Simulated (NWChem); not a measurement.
System: C$_{2}$H$_{3}$F$_{3}$Si; SMILES F/C=C(/F)[SiH2]F

Here is an NWChem input.

```
start job
memory heap 200 mb stack 900 mb global 1100 mb
geometry units angstroms noautoz
  F     -1.398338    -1.770191     0.084178
  C     -0.062751    -1.673460     0.189576
  C      0.558801    -0.508887    -0.012548
  F      1.916289    -0.510593     0.133798
  Si    -0.222592     1.123625    -0.494829
  F     -0.477502     2.032113     0.816464
  H      0.427688    -2.607029     0.449322
  H     -1.520954     0.870729    -1.157369
  H      0.733826     1.832537    -1.376477
end
basis spherical
  * library def2-tzvp
end
dft
  xc pw6b95
  iterations 150
  semidirect filesize 400000000
  mulliken
end
task dft energy
```

All runs use the structure optimised with B3LYP/6-31G* (spherical d).

Q: What results follow from this input? (PW6B95/def2-TZVP.) Quantities: energy (Ha); highest occupied level (eV); orbital gap (eV); dipole (D).

A: 
- energy (Ha) = -667.90
- highest occupied level (eV) = -8.08
- orbital gap (eV) = 6.90
- dipole (D) = 1.50
